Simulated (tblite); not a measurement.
Species: C5H9ClO3Si.
Structure used (GFN2-xTB), in Å, numbered top down from 1:
```xyz
19
C5H9ClO3Si angstrom
C      2.7619   -1.2353   -0.0306
C      2.1646    0.1274    0.1591
O      2.4595    0.9150    1.0134
O      1.2329    0.3720   -0.7876
C      0.5699    1.6255   -0.7535
C     -0.9030    1.3918   -0.5103
O     -1.7209    2.2730   -0.5986
Si    -1.3165   -0.4366   -0.0656
C     -3.1880   -0.4615    0.2896
Cl    -3.6605   -2.1281    0.7214
H      1.9790   -1.9518   -0.2602
H      3.3035   -1.5267    0.8638
H      3.4532   -1.2010   -0.8701
H      0.7332    2.1392   -1.7053
H      0.9826    2.2393    0.0578
H     -0.5837   -0.8296    1.1379
H     -1.0123   -1.2958   -1.2089
H     -3.4748    0.1717    1.1268
H     -3.7904   -0.1791   -0.5713
```

Computed values, GFN2-xTB/tblite, gas phase, harmonic and unscaled. Against measured fundamentals such values can be off by several per cent, at times by over 20. Modes of hydrogen on silicon can be 10 to 20 % off. One conformer, not necessarily the lowest. The optimisation stopped once no atom felt more than 0.01 eV/Å.

Lowest wavenumbers of the output (negative numbers stand for imaginary wavenumbers):
```
mode    cm-1
  1     -26.9
  2      24.7
  3      43.9
  4      46.8
  5      54.6
  6      78.1
  7      99.9
  8     162.2
  9     193.4
 10     261.9
```

Question: Is this structure a minimum?

Answer: Not by this Hessian. 1 mode is imaginary beyond 20i (27i cm⁻¹), so at this level the point lies at or near a first-order saddle. The curvature is small, so loose convergence or finite differences may be the whole cause.

Question: Which atoms move in the imaginary mode?

Answer: 27i: H13 (methyl hydrogen) 37 %, H11 (methyl hydrogen) 35 %, H12 (methyl hydrogen) 25 %. These are shares of the mass-weighted motion.

Question: What is the remedy?

Answer: Step along that mode in both directions, optimise again with tighter thresholds and repeat the frequencies. The zero-point energy of this point (81.5 kcal/mol) counts the 50 real modes alone, and thermal corrections from it aren't those of a minimum.

On one thread, Arm Neoverse V1 (aarch64), no GPU (shared host), this took 1.0 s. The figure is for the frequency step alone.
